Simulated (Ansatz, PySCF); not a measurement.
Reaction (SMILES): C=C(C)C[CH]C -> CC1[CH]CCC1
Structures are relaxed separately at B3LYP-D3(BJ)/def2-TZVP in Ansatz (an electronic-structure program), one conformer each, not searched for the lowest. Frequencies are from Ansatz or PySCF.

Quantity: isomerisation energy (enthalpy at 298 K, with B3LYP-D3(BJ) rigid-rotor harmonic-oscillator terms), in eV. Valence correlation only, unless marked. Open shells are spin-unrestricted. No spin-orbit coupling. Non-relativistic. CBS(X,Y): correlation extrapolated as X^-3; Hartree-Fock from the larger set. The bracket is a focal-point correction in the basis named.

RI-MP2/CBS(cc-pVTZ,cc-pVQZ)+[CCSD(T)-MP2]/cc-pVTZ (Ansatz) gives -0.63 eV.

### Question
Another calculation gave -0.31 eV. Which level was it?
(A) PBE-QIDH/def2-TZVPD (Ansatz)
(B) PBE/def2-TZVPD (Ansatz)
(C) B3LYP/def2-TZVPD (Ansatz)
(D) BLYP/def2-TZVPD (Ansatz)

### Answer
D, BLYP/def2-TZVPD (Ansatz). The others give -0.80 (PBE-QIDH), -0.59 (PBE), -0.44 (B3LYP) eV.
